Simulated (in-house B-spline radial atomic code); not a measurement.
The numbers below are computed, except where a source is named.
## What the choice of pseudopotential does to G0W0 on PBE: S⁺

All numbers come from a B-spline radial code for spherical atoms, non-relativistic, configuration [Ne] 3s2 3p3, open shells at high spin. Semilocal Troullier-Martins pseudo-atoms, one channel per l, are made with PBE or LDA for several valence sets and radii, with or without a model core, and set against the all-electron atom. One channel fits only the lowest state of its l, so a second state of that l is approximate. All electrons give 3p up: PBE -17.921 eV, G0W0 -23.153 eV, 3s down: PBE -25.258 eV, G0W0 -30.58 eV. Potentials are made in the ion's own configuration unless the neutral atom is named, and a smooth local potential serves every l without a channel. Potentials that miss their own reference levels by more than 6 millihartree, or need radii over 3.5 bohr, are left out. Columns give pseudo minus all-electron, in eV; a dash marks a level in the core or of low weight.

```json
{"valence": "3s 3p", "made with": "PBE", "radii (bohr)": "s 1.11 p 1.24", "model core (bohr)": "none", "3p up PBE": "-0.01", "3p up G0W0": "-0.09", "3s down PBE": "+0.10", "3s down G0W0": "+0.25"}
{"valence": "3s 3p", "made with": "PBE, neutral atom", "radii (bohr)": "s 1.42 p 1.60", "model core (bohr)": "none", "3p up PBE": "0.00", "3p up G0W0": "-0.08", "3s down PBE": "+0.13", "3s down G0W0": "+0.28"}
{"valence": "3s 3p", "made with": "PBE", "radii (bohr)": "s 1.11 p 1.24", "model core (bohr)": "0.90", "3p up PBE": "0.00", "3p up G0W0": "-0.08", "3s down PBE": "-0.01", "3s down G0W0": "+0.12"}
{"valence": "3s 3p", "made with": "PBE, neutral atom", "radii (bohr)": "s 1.28 p 1.44", "model core (bohr)": "0.90", "3p up PBE": "+0.01", "3p up G0W0": "-0.07", "3s down PBE": "+0.01", "3s down G0W0": "+0.13"}
{"valence": "3s 3p", "made with": "PBE, neutral atom", "radii (bohr)": "s 1.42 p 1.60", "model core (bohr)": "0.90", "3p up PBE": "+0.01", "3p up G0W0": "-0.06", "3s down PBE": "+0.02", "3s down G0W0": "+0.15"}
{"valence": "2p 3s 3p", "made with": "PBE, neutral atom", "radii (bohr)": "s 1.28 p 0.50", "model core (bohr)": "none", "3p up PBE": "+0.12", "3p up G0W0": "+0.37", "3s down PBE": "+0.07", "3s down G0W0": "-0.49"}
{"valence": "2p 3s 3p", "made with": "PBE, neutral atom", "radii (bohr)": "s 1.42 p 0.50", "model core (bohr)": "none", "3p up PBE": "+0.12", "3p up G0W0": "+0.37", "3s down PBE": "+0.07", "3s down G0W0": "-0.48"}
{"valence": "2p 3s 3p", "made with": "PBE, neutral atom", "radii (bohr)": "s 1.14 p 0.50", "model core (bohr)": "0.14", "3p up PBE": "+0.13", "3p up G0W0": "+0.39", "3s down PBE": "+0.03", "3s down G0W0": "-0.57"}
{"valence": "2p 3s 3p", "made with": "PBE, neutral atom", "radii (bohr)": "s 1.28 p 0.50", "model core (bohr)": "0.14", "3p up PBE": "+0.13", "3p up G0W0": "+0.38", "3s down PBE": "+0.02", "3s down G0W0": "-0.54"}
{"valence": "2s 2p 3s 3p", "made with": "PBE, neutral atom", "radii (bohr)": "s 0.31 p 0.50", "model core (bohr)": "none", "3p up PBE": "+0.13", "3p up G0W0": "+0.21", "3s down PBE": "-0.03", "3s down G0W0": "-0.13"}
{"valence": "2s 2p 3s 3p", "made with": "PBE, neutral atom", "radii (bohr)": "s 0.35 p 0.50", "model core (bohr)": "none", "3p up PBE": "+0.13", "3p up G0W0": "+0.21", "3s down PBE": "-0.02", "3s down G0W0": "-0.11"}
{"valence": "2s 2p 3s 3p", "made with": "PBE, neutral atom", "radii (bohr)": "s 0.39 p 0.50", "model core (bohr)": "none", "3p up PBE": "+0.13", "3p up G0W0": "+0.21", "3s down PBE": "-0.03", "3s down G0W0": "-0.12"}
{"valence": "2s 2p 3s 3p", "made with": "PBE, neutral atom", "radii (bohr)": "s 0.45 p 0.57", "model core (bohr)": "none", "3p up PBE": "+0.26", "3p up G0W0": "+0.35", "3s down PBE": "-0.03", "3s down G0W0": "-0.12"}
{"valence": "2s 2p 3s 3p", "made with": "PBE, neutral atom", "radii (bohr)": "s 0.39 p 0.50", "model core (bohr)": "0.14", "3p up PBE": "+0.13", "3p up G0W0": "+0.21", "3s down PBE": "-0.03", "3s down G0W0": "-0.12"}
```

(1) How does the G0W0 shift of 3p up, which all sets hold, depend on the valence set?

Answers

(1) Mean size: 3s 3p: 0.08 eV; 2s 2p 3s 3p: 0.24 eV; 2p 3s 3p: 0.38 eV. A larger valence set can do worse when it takes only part of a shell, whose exchange with the frozen rest is then left to the functional. The means mix radii and the functional used in making the potentials.
